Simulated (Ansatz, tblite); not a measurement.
Isomers of CuAg₂ (doublet), found by a short tight-binding search and relaxed with PBE-D4/def2-TZVP in Ansatz.

In the def2 sets Ag takes a core potential; there is no spin–orbit coupling. The xTB rows come from tblite. B3LYP takes the VWN-RPA correlation. Correlated methods freeze 9 core orbitals; core or outer-core shells of Ag are correlated, in sets that lack core-valence functions.

A: At CCSD(T)/def2-TZVP the charge 0 doublet is spin-contaminated (final ⟨S²⟩ up to 0.85, 0.75 for a pure state). B: At CCSD(T)/def2-TZVP the charge 0 doublet is spin-contaminated (final ⟨S²⟩ up to 0.84, 0.75 for a pure state).

Other spin states were run for one of them alone.

A:

```xyz
3

Ag    0.7035   -1.7975    1.3027
Ag    0.6692    0.3167   -0.2818
Cu   -1.3727    1.4808   -1.0208
```

B:

| atom | x (Å) | y (Å) | z (Å) |
| --- | --- | --- | --- |
| Ag1 | 1.149 | 1.008 | -1.568 |
| Ag2 | -0.650 | -0.556 | 2.015 |
| Cu3 | -0.499 | -0.452 | -0.448 |

Task: Estimate which lies lowest at each level, and how far above it the others are (kJ/mol).

Result: 
```
               level     A     B
            GFN1-xTB  88.0   0.0
            GFN2-xTB   0.0  88.4
        HF/def2-TZVP   1.4   0.0
    PBE-D4/def2-TZVP  18.1   0.0
 r2SCAN-D4/def2-TZVP  18.2   0.0
  B3LYP-D4/def2-TZVP  12.6   0.0
   PBE0-D4/def2-TZVP  12.1   0.0
r2SCAN0-D4/def2-TZVP  12.1   0.0
       MP2/def2-TZVP   5.9   0.0
      CCSD/def2-TZVP   7.1   0.0
   CCSD(T)/def2-TZVP   9.5   0.0
```
Point groups (tolerance 0.1 Å): A Cs, B C2v. Lower isomers may exist.
